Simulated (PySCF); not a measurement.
Question: Write Cartesian coordinates for `B/C=C/O[SiH3]` as optimised with PBE0-D3(BJ)/def2-SVP.

Answer: 
```
atom  x, y, z in Å
B1     2.6181    0.3044    0.5021
C2     1.4952   -0.1617   -0.4093
C3     0.2141    0.0047   -0.0037
O4    -0.8458   -0.3674   -0.7190
Si5   -2.4684   -0.1945   -0.2662
H6     2.3404    0.8150    1.5680
H7     3.7833    0.1822    0.1996
H8     1.6467   -0.6334   -1.3865
H9     0.0039    0.4728    0.9713
H10   -3.2513   -0.7591   -1.3922
H11   -2.7125   -0.9476    0.9976
H12   -2.7736    1.2505   -0.0603
```

Orientation and origin are arbitrary. Atoms count from 1 in this order. Si5 (oxygen-bound silicon) is distorted tetrahedral (angles from 105.3° to 111.4°). The 5 heavy atoms lie in one plane (0.002 Å rms). O4 (silyl ether oxygen) is bent (angle 126.2°). Of the pairs four or more bonds apart, H6···H9 is among the closest relative to their van der Waals radii: 2.44 Å, 101 % of the sum of Bondi's values.

Bonds between heavy atoms (Å): B1–C2 1.520, C2=C3 1.354, C3–O4 1.332, O4–Si5 1.693.

Computed with PBE0-D3(BJ)/def2-SVP geometry optimisation, gas phase (PySCF 2.14.0).

Point group: Cs (tolerance 0.08 Å). No frequency check. One conformer, not necessarily the lowest (C2–C3–O4–Si5 180°).

Hardware: an Arm Neoverse V1 with one thread, shared host with 32 logical CPUs at a one-minute load of 10. Cost: 34 s wall, 0.44 GiB resident at most. That covers the optimisation of the geometry.
